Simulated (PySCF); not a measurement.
Species: `P[Si@H]1C[C@H](C#N)C1`. The columns A, B, C and D hold Mulliken, IAO, Hirshfeld and ESP-fitted charges (e) of one PBE0/pcSseg-1 density (PySCF), in a shuffled order. Coordinates in Å (GFN2-xTB); the density's dipole moment is (-3.80, 0.30, -0.65) D.

```tsv
atom	x	y	z	A	B	C	D
N1	3.467	-0.357	0.427	-0.236	-0.251	-0.469	-0.259
C2	2.444	-0.447	-0.078	+0.086	+0.131	+0.354	+0.140
C3	1.147	-0.541	-0.685	-0.003	-0.301	-0.140	-0.139
C4	0.144	-1.238	0.265	-0.157	-0.429	-0.137	-0.533
Si5	-0.726	0.435	0.607	+0.323	+0.574	+0.379	+0.711
P6	-2.885	0.487	0.011	-0.008	-0.207	-0.341	-0.095
C7	0.495	0.856	-0.809	-0.157	-0.429	-0.149	-0.533
H8	1.256	-1.052	-1.645	+0.063	+0.173	+0.110	+0.175
H9	-0.459	-1.975	-0.262	+0.043	+0.155	+0.072	+0.157
H10	0.626	-1.740	1.100	+0.042	+0.163	+0.056	+0.161
H11	-0.357	1.035	1.897	-0.071	-0.031	-0.102	-0.108
H12	-3.053	1.820	0.343	-0.005	+0.066	+0.116	+0.003
H13	-3.343	0.056	1.244	-0.005	+0.066	+0.115	+0.003
H14	1.198	1.670	-0.648	+0.042	+0.164	+0.061	+0.161
H15	0.041	0.998	-1.787	+0.043	+0.155	+0.075	+0.157
```

Question: Which column most likely holds the ESP-fitted charges?

Answer: C. Σ q r misses the density's dipole by 0.05 D (C), 0.31 D (A), 0.56 D (D), 1.94 D (B). Charges fitted to the outside potential are the only set here that is tied to the molecule's multipoles.

Question: And the Hirshfeld charges?

Answer: A. The mean sizes are 0.086 e (A), 0.178 e (C), 0.220 e (B), 0.222 e (D), and Hirshfeld charges are commonly the smallest of these schemes.

As computed, A = Hirshfeld, B = Mulliken, C = ESP-fitted, D = IAO. Hydrogens on carbon: Hirshfeld +0.04 to +0.06, Mulliken +0.16 to +0.17, ESP-fitted +0.06 to +0.11, IAO +0.16 to +0.17 e.

The Hirshfeld scheme divides the density at each point in proportion to the densities of the neutral, spherically averaged free atoms. The Mulliken scheme gives each basis function's population to the atom it is centred on and halves the overlap population of two atoms between them.

One conformer (not necessarily the lowest) at the GFN2-xTB geometry, without solvent, vibrations or thermal averaging.

The run behind these numbers computed NMR shieldings as well. The run took 54 s wall (grids of density and orbitals included) on Arm Neoverse N1, one thread, no GPU (shared host), and the process peaked at 0.77 GiB of memory.

The values belong to the conformer `[N:1]#[C:2][C@H:3]1[CH2:4][Si@H:5]([PH2:6])[CH2:7]1`: H–P6–Si5–C4 -177°, H–P6–Si5–C4 90°.
